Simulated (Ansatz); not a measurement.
`Cl[SiH]1[SiH2][SiH2]1` + CH₄ → `C[SiH]1[SiH2][SiH2]1` + HCl  (formal exchange of groups at the Si–Cl bond)

Isolated molecules relaxed with PBE0-D4/def2-TZVP in Ansatz; ΔE leaves out vibrations. CCSD(T)/CBS is the MP2 limit (def2-TZVPP, def2-QZVPP) plus CCSD(T) − MP2 in def2-TZVPP, frozen cores. This one scheme is used for every species. Functionals use def2-TZVPP.

```tsv
species	PBE0-D4 energy (Eh)
`Cl[SiH]1[SiH2][SiH2]1`	-1331.22345
CH₄	-40.47612
`C[SiH]1[SiH2][SiH2]1`	-910.99920
HCl	-460.66564
```

Question: Work out ΔE.

Answer: ΔE = (-910.99920) + (-460.66564) − (-1331.22345) − (-40.47612) = 0.03473 Eh = +91.2 kJ/mol. CCSD(T)/CBS gives +91.7 kJ/mol.

Largest T1 diagnostic among the species: 0.014.

In def2-TZVPP, CCSD(T) changes the Hartree–Fock value by −14.6 kJ/mol (the triples alone add −0.7 kJ/mol) and MP2 by −10.7 kJ/mol.
